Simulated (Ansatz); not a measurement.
System: C4H7Cl2, charge -1, multiplicity 1. It need not be the lowest isomer of its formula. Whether it binds its extra electron was not tested at this geometry. 
Coordinates optimised at B3LYP-D3(BJ)/def2-TZVP (Ansatz, an electronic-structure program):
```xyz
13

C     -2.1248     0.7242     0.3407
C     -0.8731    -0.0503    -0.0255
C      0.2715     0.0813     0.9788
C      1.6364    -0.2090     0.3947
Cl     2.0473     1.4271    -0.6241
Cl    -1.3577    -1.8208    -0.2500
H     -1.8803     1.7891     0.3770
H     -2.9212     0.5698    -0.3893
H     -2.4933     0.4249     1.3248
H     -0.5085     0.2358    -1.0088
H      0.1030    -0.6326     1.7962
H      0.1546     1.0933     1.4206
H      2.3619    -0.0649     1.2085
```
Charge -1, spin multiplicity 1.

Basis-set convergence of Hartree-Fock and CCSD correlation energies (hartree) with Ansatz. Valence correlation only, unless marked. Spin-orbit coupling is left out. Non-relativistic.

| basis | functions | E(HF) | E(corr, CCSD) |
|---|---|---|---|
| aug-cc-pV(D+d)Z | 219 | -1074.53263 | -0.97971 |
| aug-cc-pV(T+d)Z | 455 | ? | ? |

### Question
Some entries are withheld; supply them.

### Answer

- aug-cc-pV(T+d)Z, E(HF): -1074.59226
- aug-cc-pV(T+d)Z, E(corr, CCSD): -1.17303
